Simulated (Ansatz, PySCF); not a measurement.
The pair A = HF (SMILES F) (first 2 atoms), B = CH3Br (SMILES CBr); geometry from B3LYP-D3(BJ)/def2-TZVP.
(charge 0, multiplicity 1):
```xyz
7

F     -0.0394    -0.1485     0.6416
H     -0.0625    -0.6487     1.4319
C     -0.2517     1.0414     3.8377
Br    -0.1735    -0.9223     3.7719
H     -1.1902     1.3075     4.3099
H     -0.2019     1.3946     2.8142
H      0.5990     1.3750     4.4204
```

Correlated levels freeze the cores. Filled d and f shells under p-block atoms count as core. Rows in 6-31G* carry no dispersion term and start afresh at each structure (6-31G* with six Cartesian d functions); the Pople sets are all-electron and without relativity.

Run with Ansatz (Gaussian basis) for Hartree–Fock, density functionals and correlated methods; PySCF for 6-31G* rows. Each number belongs to the level named beside it.

Total energies (hartree), monomers frozen at their geometry in the pair:

```
structure               B3LYP/6-31G*  MP2/aug-cc-pVDZ  MP2/aug-cc-pVTZ
---------------------  -------------  ---------------  ---------------
AB                     -2714.2244742    -2712.5485037    -2712.7939386
A in the pair's basis   -100.4236575     -100.2563588     -100.3410554
B in the pair's basis  -2613.7956045    -2612.2863280    -2612.4458961
A                       -100.4201684     -100.2556803     -100.3406878
B                      -2613.7954687    -2612.2850640    -2612.4451576
```

### Question
Work out the interaction energy without and with the counterpoise correction, and the superposition error, for each level.

### Answer

E(AB) − E(A) − E(B), times 627.509 kcal/mol, with the monomers in their own basis and then in the pair's basis:
- B3LYP/6-31G*: -5.55 uncorrected, -3.27 corrected; the monomers gain 2.27 kcal/mol from borrowed functions
- MP2/aug-cc-pVDZ: -4.87 uncorrected, -3.65 corrected; the monomers gain 1.22 kcal/mol from borrowed functions
- MP2/aug-cc-pVTZ: -5.08 uncorrected, -4.38 corrected; the monomers gain 0.69 kcal/mol from borrowed functions

Ansatz is an electronic-structure program.
